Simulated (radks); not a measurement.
Problem. These are the eigenvalues of the occupied orbitals of an atom or ion with whole-number occupations (eV). Method: scalar-relativistic Kohn-Sham, LDA (Slater exchange, Perdew-Wang correlation), spin-polarised, spherical densities, point nucleus; computed with a radial shooting solver on a logarithmic mesh with Libxc functionals.

1s up: -11708.60
1s down: -11708.50
2s up: -1494.053
2s down: -1493.996
2p up: -1312.716
2p down: -1312.628
3s up: -199.2356
3s down: -199.1063
3p up: -143.1610
3p down: -143.0089
3d up: -50.6620
3d down: -50.4212
4s up: -24.2237
4s down: -22.6248
4p up: -14.1500

Which element is it, and in what charge state? The configuration may be excited. Open shells, if any, are filled with parallel spins first.

Solution. Z = 33, arsenic, charge +1: As+ in [Ar] 3d10 4s2 4p2. The list shows which subshells hold electrons but not how many an open one holds; the 1s level, -430.28 hartree, gives Z - s = 29.3 by -(Z - s)^2/2, which with screening and relativity narrows Z to a few neighbours, and the depths of the outer levels then fix element, charge and occupations together.
